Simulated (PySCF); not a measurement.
Compound: [Se3]2- (charge -2).
Z-matrix (Å and degrees, PBE0-D3(BJ)/def2-SVP geometry), rows numbered from 1:
```
Se
Se  1  2.4020
Se  2  2.4045  1  116.24
```

Computed with PySCF, PBE0-D3(BJ)/def2-SVP geometry optimisation, gas phase.

Masses are those of the commonest isotopes; rigid-rotor values at the optimised geometry. 

(1) Give the principal moments of inertia and the rotational constants in cm⁻¹.

(2) What kind of rotor is it?

(3) Give the coordinates in the principal-axis frame, origin at the centre of mass.

Results:

(1) Ia = 85.82, Ib = 665.66, Ic = 751.48 u·Å²; 505379 MHz·u·Å²/I gives 5889, 759.2 and 672.5 MHz, that is A = 0.19643, B = 0.02532, C = 0.02243 cm⁻¹.

(2) A near-prolate asymmetric top. Ray's parameter κ = (2B − A − C)/(A − C) = -0.967; −1 is the prolate and +1 the oblate limit.

(3) The sense of each axis is arbitrary; atoms in the order of the calculation.
```json
{"atom": "Se1", "mass (u)": "79.917", "a (Å)": "-2.040", "b (Å)": "0.423", "c (Å)": "0.000"}
{"atom": "Se2", "mass (u)": "79.917", "a (Å)": "-0.001", "b (Å)": "-0.846", "c (Å)": "0.000"}
{"atom": "Se3", "mass (u)": "79.917", "a (Å)": "2.041", "b (Å)": "0.423", "c (Å)": "0.000"}
```

The dipole components (about the centre of mass, as the species is charged) are |μa| = 0.00 D, |μb| = 1.72 D, |μc| = 0.00 D. The nuclei that the symmetry axis exchanges have no spin, so part of the rotational levels is missing.

Q: Estimate the classical rotational partition function at 10 K, 50 K and 200 K.

A: Point group C2v, symmetry number σ = 2; q = (√π/σ)·√((kT/h)³/(ABC)), k/h = 20836.6 MHz/K: 1540 at 10 K, 17200 at 50 K, 137000 at 200 K.

No frequency check. Whether so highly charged an anion holds all its electrons in the gas phase wasn't checked; a finite basis holds them in any case. The ion is multiply charged and computed without counter-ions or solvent. The geometry's basis has no diffuse functions, a weakness for an anion. No vibrational averaging or centrifugal distortion is included, and the geometry carries the error of its method.
